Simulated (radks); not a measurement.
Problem. Radial electron density D(r) = 4 pi r^2 rho(r) of an atom or ion with 53 electrons. Calculated with a radial shooting solver on a logarithmic mesh with Libxc functionals: Dirac Kohn-Sham, PBE, spin-unpolarised, spherical densities, point nucleus.

```
   r/bohr * D(r) (the largest magnitude, 92.8, reaches the edge; | marks zero)
  0.00295 |       *
 0.003966 |           *
 0.005332 |                 *
 0.007168 |                        *
 0.009638 |                                *
  0.01296 |                                       *
  0.01742 |                                          *
  0.02324 |                                         *
  0.03124 |                                     *
    0.042 |                                      *
  0.05647 |                                              *
  0.07592 |                                                      *
   0.1021 |                                                  *
   0.1372 |                                        *
    0.183 |                                          *
   0.2461 |                                             *
   0.3309 |                              *
   0.4448 |               *
    0.598 |                 *
   0.8041 |               *
    1.081 |      *
    1.442 |   *
    1.939 |  *
    2.606 |*
    3.504 *
    4.711 *
    6.334 *
```

What is the nuclear charge?

Solution. Z = 55. The innermost maximum, from 1s, lies near gamma/Z bohr with gamma = sqrt(1 - (Z/c)^2) = 0.916, here 0.0167 bohr (found: 0.0183), and its height grows with Z. The density is that of the caesium ion Cs2+ in [Kr] 4d10 5s2 5p5; the configuration itself is not fixed sharply by these data, and Z only to a few units. D(r) has 4 maxima, at r = 0.0183, 0.0809, 0.231, 0.648 bohr, and minima at 0.0358, 0.151, 0.478 bohr, inside which lie 2.03, 11.17, 29.00 electrons.
